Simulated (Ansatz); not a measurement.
Born–Oppenheimer molecular dynamics of BrClH4Si (7 atoms, charge 0, multiplicity 1). It starts at the highest image of a converged band, a first-order saddle point between two minima.

Method: RKS PBE-D4/def2-SVP in Ansatz 0.2.0.

```
ensemble                      : NVE (velocity Verlet)
time step                     : 0.5 fs
steps asked                   : 200
starting velocities drawn for : 300 K
seed                          : 2721
```

First frame:

```xyz
7
Properties=species:S:1:pos:R:3
Si -0.707 -0.153 -0.127
Br 1.644 -1.281 0.342
H -0.972 -1.417 -0.894
H -1.130 -0.207 1.304
H -1.511 0.875 -0.876
H 1.734 0.467 0.282
Cl 0.942 1.716 -0.031
```

Problem. How far do the bonds stretch over the last three quarters of this one trajectory? (Pairs bonded in most of those frames.)

Solution. 
| bond | mean (Å) | spread (Å) | shortest | longest |
| --- | --- | --- | --- | --- |
| Si1–H3 | 1.501 | 0.009 | 1.48 | 1.52 |
| Si1–H4 | 1.500 | 0.025 | 1.46 | 1.54 |
| Si1–H5 | 1.505 | 0.017 | 1.48 | 1.53 |
| Si1–Cl7 | 2.157 | 0.127 | 1.95 | 2.38 |
| Br2–H6 | 1.445 | 0.035 | 1.39 | 1.51 |

Mean temperature of the second half: 1595 K. The conserved energy stayed within 0.057 meV per atom of its start (net change 0.029 meV per atom), so the integration is sound. The kinetic energy rose, since the run started high on the potential surface and went downhill. It ends in pieces (BrH + ClH3Si), so much of that is their flight and rotation, not heat. A run of 0.1 ps of so small a system gives no equilibrium averages. The orbitals stay closed-shell, which can raise the energy where a bond breaks towards radicals; this wasn't checked here.

The run took 2.9 min on 2 threads of Intel(R) Xeon(R) Platinum 8488C (Sapphire Rapids), on a shared host, peak memory 0.14 GiB.
